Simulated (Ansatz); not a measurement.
Consider the cleavage of the B–Al bond: `[SiH3][BH][AlH][SiH3]` + `C=N` → `C=NB[SiH3]` + `[AlH2][SiH3]`.

Computed with Ansatz on PBE0-D4/def2-TZVP structures; ΔE is electronic, products minus reactants. CCSD(T)/CBS adds triple-zeta CCSD(T) − MP2 to the extrapolated MP2 energy (def2 sets, frozen cores). This one scheme is used for every species. DFT in def2-TZVPP. Each species was taken in one conformer, which may not be the lowest.

`[SiH3][BH][AlH][SiH3]`:

Cartesian coordinates in Å:
```
Si -2.168 1.230 -0.394
B -1.010 0.410 1.026
Al 0.264 -1.219 0.678
Si 2.483 -0.846 -0.329
H -2.446 0.343 -1.558
H -3.469 1.749 0.111
H -1.371 2.389 -0.902
H -1.017 0.996 2.075
H -0.193 -2.717 0.975
H 2.826 0.598 -0.465
H 2.539 -1.446 -1.695
H 3.560 -1.488 0.479
```

`C=N`:

Z-matrix (Å, degrees):
```
C
N 1 1.261
H 1 1.096 2 124.9
H 1 1.092 2 118.8 3 -180.0
H 2 1.021 1 111.0 3 -0.0
```

`C=NB[SiH3]`:

```xyz
10

C    -1.428    0.259   -1.672
N    -0.792    0.512   -0.634
B    -0.086    0.751    0.485
Si    1.237   -0.630    1.124
H    -2.388   -0.261   -1.636
H    -1.049    0.550   -2.654
H    -0.269    1.783    1.066
H     0.889   -1.090    2.499
H     2.609   -0.051    1.187
H     1.278   -1.824    0.233
```

`[AlH2][SiH3]`:

Cartesian coordinates in Å:
```
Al -0.599 -1.176 -0.491
Si 0.425 0.883 0.374
H -2.138 -1.498 -0.262
H 0.292 -2.215 -1.297
H 1.550 0.561 1.301
H 1.001 1.692 -0.739
H -0.531 1.754 1.114
```

Is it downhill or uphill in electronic energy at CCSD(T)/CBS, and by how much? (An estimate is asked.)

Ansatz gave: Downhill: ΔE = -140.0 kJ/mol.

What do these levels give: PBE0-D4, ωB97X-V, B2PLYP, PBE, HF/def2-TZVPP, MP2/def2-TZVPP, SCS-MP2/def2-TZVPP, MP2/def2-QZVPP, SCS-MP2/def2-QZVPP, HF/CBS(def2), MP2/CBS(def2), CCSD/CBS(def2)? (An estimate is asked.)

Ansatz gave: PBE0-D4 -147.6, ωB97X-V -142.2, B2PLYP -153.7, PBE -155.1, HF/def2-TZVPP -132.1, MP2/def2-TZVPP -149.8, SCS-MP2/def2-TZVPP -145.1, MP2/def2-QZVPP -150.2, SCS-MP2/def2-QZVPP -145.4, HF/CBS(def2) -132.6, MP2/CBS(def2) -150.3, CCSD/CBS(def2) -136.8 kJ/mol.

Largest T1 diagnostic among the species: 0.017.

From PBE to PBE0 (25 % exact exchange), in def2-TZVPP and without D4, ΔE moves by +6.8 kJ/mol. In def2-TZVPP, CCSD(T) changes the Hartree–Fock value by −7.4 kJ/mol (the triples alone add −3.1 kJ/mol) and MP2 by −17.7 kJ/mol.
